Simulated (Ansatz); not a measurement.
CH3ClF2Hf, SMILES `[CH3][Hf]([F])([F])[Cl]` at its PBE0-D4/def2-TZVP geometry, where that method's forces vanish. Total charge 0; spin multiplicity 1. Hf takes the def2 core potential.

```xyz
8

C     0.4750    0.9633    0.4386
Hf   -0.4720   -0.8643   -0.3166
F    -0.0743   -2.2060    0.9611
F    -2.3278   -0.4859   -0.3752
Cl    0.4590   -1.2873   -2.4289
H     1.5604    0.8386    0.5230
H     0.0920    1.2316    1.4296
H     0.2877    1.8099   -0.2315
```

Task: What forces (eV/Å) does B3LYP-D4/def2-TZVPP give on these atoms in the Gaussian-basis code of Ansatz? (Estimate.)

Result: Computed: 
```
C1   0.106  0.205  0.083
Hf2 -0.001 -0.011 -0.010
F3   0.063 -0.184  0.182
F4  -0.259  0.062 -0.009
Cl5  0.107 -0.044 -0.238
H6  -0.050  0.013 -0.001
H7   0.022 -0.006 -0.043
H8   0.013 -0.035  0.035
```

B3LYP here is the variant with VWN-RPA as its local correlation; programs differ in this.
